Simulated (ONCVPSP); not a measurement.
## ruthenium (Ru): excitation energies, all-electron against ONCV

ONCVPSP 4.0.1 input, shortened (lines: element, Z, core and valence counts, functional; n l f; lmax; l rc ep ncon nbas qcut; lloc lpopt rc5 dvloc0; l nproj debl; icmod fcfact rcfact), PBE, scalar-relativistic:

```
  Ru 44.00    6    4        4      upf
    1    0    2.00
    2    0    2.00
    2    1    6.00
    3    0    2.00
    3    1    6.00
    3    2   10.00
    4    0    2.00
    4    1    6.00
    4    2    7.00
    5    0    1.00
    2
    0    1.35    0.00    4    9    7.40
    1    1.50    0.00    3    7   11.30
    2    1.35    0.00    3    7    9.40
    2    5    1.35    0.00
    0    3    2.30
    1    2    2.80
    2    0    0.50
    3    4.75    1.40
```

Energies are relative to the spin-unpolarised reference configuration 4s2 4p6 4d7 5s1; without spin polarisation the order of configurations can differ from experiment.

```json
{"valence configuration": "4s2 4p6 4d7 5s0", "charge": "+1", "ΔE all-electron (eV)": "7.292", "error AE − PS (meV)": "-1.7"}
{"valence configuration": "4s2 4p6 4d6 5s0", "charge": "+2", "ΔE all-electron (eV)": "25.479", "error AE − PS (meV)": "-1.3"}
{"valence configuration": "4s2 4p6 4d5 5s0", "charge": "+3", "ΔE all-electron (eV)": "56.101", "error AE − PS (meV)": "+1.0"}
{"valence configuration": "4s2 4p6 4d8 5s0", "charge": "0", "ΔE all-electron (eV)": "-0.333", "error AE − PS (meV)": "-2.2"}
```
